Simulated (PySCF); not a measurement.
## Orbital picture of PrCl

r²SCAN at R = 2.587 Å; basis Pr x2c-SVPall, Cl x2c-SVPall; spin-free X2C with a Gaussian nucleus; PySCF 2.14. State: quintet, about 2.9 electrons in the 4f shell (Mulliken), real f orbitals that mix terms. Only the outer orbitals are listed, counted within each symmetry.

```csv
spin,orbital,occ.,ε (eV),on Pr (%),main shells (%)
α,15σ,1,-18.93,13,"87 Cl s, 11 Pr p"
α,16σ,1,-7.47,15,"85 Cl p, 8 Pr d"
α,8π,1,-7.07,9,90 Cl p
α,8π,1,-7.06,10,90 Cl p
α,17σ,1,-3.50,100,"82 Pr s, 13 Pr d"
α,1φ,1,-2.74,100,99 Pr f
α,18σ,1,-2.66,100,96 Pr f
α,3δ,1,-2.62,100,"84 Pr f, 16 Pr d"
α,4δ,0,-2.10,100,"84 Pr d, 16 Pr f"
α,3δ,0,-1.91,100,100 Pr d
α,9π,0,-1.61,98,"61 Pr d, 37 Pr p"
β,15σ,1,-18.77,22,"78 Cl s, 20 Pr p"
β,16σ,1,-7.36,12,87 Cl p
β,8π,1,-7.07,8,92 Cl p
β,8π,1,-7.07,8,92 Cl p
β,17σ,0,-1.75,99,87 Pr s
β,3δ,0,-0.63,100,99 Pr d
β,3δ,0,-0.56,100,99 Pr d
```

Problem. Which are the highest filled and the lowest empty level, where do they sit, and how wide is the gap?

Solution. Highest filled α 3δ at -2.62 eV (in %: 84 Pr f, 16 Pr d); lowest empty α 4δ at -2.10 eV (in %: 84 Pr d, 16 Pr f); the gap at r²SCAN is 0.52 eV.

- bond order (Mayer): 1.17
- ⟨S²⟩: 6.004
- charge on Pr (Mulliken, basis-dependent): 0.35
- charge on Pr (Löwdin, basis-dependent): 0.00
- dipole moment (positive dipole means Pr(−)Cl(+)): -4.43 D

Spin–orbit coupling is left out. The state is the lowest single determinant that the PBE0 search found; with open d or f shells the true ground state can be another one.
